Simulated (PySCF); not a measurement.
Identify the unknown among the candidates.

All candidates are C4H12OSi.

* Triplet: lowest triplet excitation (Tamm–Dancoff): 6.84 eV [TDA CAM-B3LYP/def2-SVPD]
* Rotational structure: rotational constants A, B, C: 7.222, 1.023, 0.952 GHz [GFN2-xTB]
* Polarisability: 79.4 au [CAM-B3LYP/def2-SVPD]
* 13C NMR: chemical shifts (computed TMS as zero) by class: 33.0 (1 C), 30.4 (1 C), 21.4 (1 C), 17.1 (1 C) ppm [GIAO PBE0/pcSseg-1]
* NMR, other nuclei: isotropic shieldings of nuclei other than C and H, by class: 324 (1 O), 365 (1 Si) ppm [GIAO PBE0/pcSseg-1]
* UV, first state: lowest singlet excitation: 7.10 eV (175 nm, f = 0.002) [TDDFT CAM-B3LYP/def2-SVPD]
* 1H NMR: chemical shifts (computed TMS as zero) by class: 5.03 (2 H), 1.38 (2 H), 1.14 (2 H), 1.08 (3 H), 1.01 (1 H), 0.62 (2 H) ppm [GIAO PBE0/pcSseg-1]
* UV, strongest line: among the 8 lowest singlet transitions: S7 at 8.79 eV (141 nm, f = 0.161) [TDDFT CAM-B3LYP/def2-SVPD]

Electronic properties: PySCF, gas phase, density fitting. Levels stand in brackets. Geometry: GFN2-xTB, one conformer, isolated molecule. Each NMR value is the plain mean over a class of atoms that symmetry, rotation or inversion makes alike.

**Question.** Which candidate is it?
A. `COC[C@H](C)[SiH3]`
B. `CCCC[SiH2]O`
C. `CCCCO[SiH3]`
D. `CC(C)(C)[SiH2]O`
E. `CC(C)(C)O[SiH3]`

**Answer.** B. It is `CCCC[SiH2]O`. Numbering: `[CH3:1][CH2:2][CH2:3][CH2:4][SiH2:5][OH:6]`. Its formula, C4H12OSi, gives 0 degrees of unsaturation, so no ring and no π bond. 4 carbons fall into 4 classes; from least to most shielded: chain CH2 carbon [C2] (33.0 ppm), chain CH2 carbon [C3] (30.4 ppm), sp3 carbon bound to silicon [C4] (21.4 ppm), methyl carbon [C1] (17.1 ppm). Hydrogen classes from least to most shielded: 2 H on an oxygen-bound silicon, Si5 (5.03 ppm), 2 H on a chain CH2 carbon, C2 (1.38 ppm), 2 H on a chain CH2 carbon, C3 (1.14 ppm), 3 H on a methyl carbon, C1 (1.08 ppm), 1 H on a silanol oxygen, O6 (1.01 ppm), 2 H on an sp3 carbon bound to silicon, C4 (0.62 ppm, a mean of values up to 0.7 ppm apart in this geometry). The other shieldings belong to: 324 ppm, silanol oxygen [O6]; 365 ppm, oxygen-bound silicon [Si5]. The optimised geometry has point group C1 and is an asymmetric top.

The others, at the same levels:
- `COC[C@H](C)[SiH3]` fails: its computed 13C shifts are 80.5 (1 C), 60.5 (1 C), 22.8 (1 C), 19.1 (1 C) ppm, 1H shifts are 3.66 (3 H), 3.50 (3 H), 3.46 (1 H), 3.40 (1 H), 1.29 (3 H), 1.27 (1 H) ppm and rotational constant A is 3.747 GHz (against 7.222 GHz).
- `CC(C)(C)O[SiH3]` fails: it has 2 carbon classes against 4; its computed 13C shifts are 72.2 (1 C), 32.3 (3 C) ppm, 1H shifts are 4.94 (3 H), 1.32 (9 H) ppm and rotational constant A is 4.358 GHz (against 7.222 GHz).
- `CCCCO[SiH3]` fails: its computed 13C shifts are 68.9 (1 C), 39.6 (1 C), 24.5 (1 C), 16.9 (1 C) ppm, 1H shifts are 4.89 (3 H), 3.79 (2 H), 1.51 (2 H), 1.42 (2 H), 1.06 (3 H) ppm and strongest line among the 8 lowest singlet transitions is S3 at 8.11 eV (153 nm, f = 0.053) (against S7 at 8.79 eV).
- `CC(C)(C)[SiH2]O` fails: it has 2 carbon classes against 4; its computed 13C shifts are 27.2 (3 C), 21.9 (1 C) ppm, 1H shifts are 4.74 (2 H), 0.96 (9 H), 0.94 (1 H) ppm and rotational constant A is 3.872 GHz (against 7.222 GHz).

Each candidate is one conformer, not necessarily the lowest. The conformers computed, where there is a choice (atom-mapped SMILES and torsion angles):
- `[CH3:1][CH2:2][CH2:3][CH2:4][SiH2:5][OH:6]`: C1–C2–C3–C4 180°, C2–C3–C4–Si5 178°, C3–C4–Si5–O6 61°, H–O6–Si5–C4 -52°
- `[CH3:1][O:2][CH2:3][C@H:4]([CH3:5])[SiH3:6]`: C1–O2–C3–C4 173°, O2–C3–C4–C5 85°
- `[CH3:1][C:2]([CH3:3])([CH3:4])[O:5][SiH3:6]`: C1–C2–O5–Si6 -61°
- `[CH3:1][CH2:2][CH2:3][CH2:4][O:5][SiH3:6]`: C1–C2–C3–C4 179°, C2–C3–C4–O5 -64°, C3–C4–O5–Si6 173°
- `[CH3:1][C:2]([CH3:3])([CH3:4])[SiH2:5][OH:6]`: C1–C2–Si5–O6 -60°, H–O6–Si5–C2 -54°
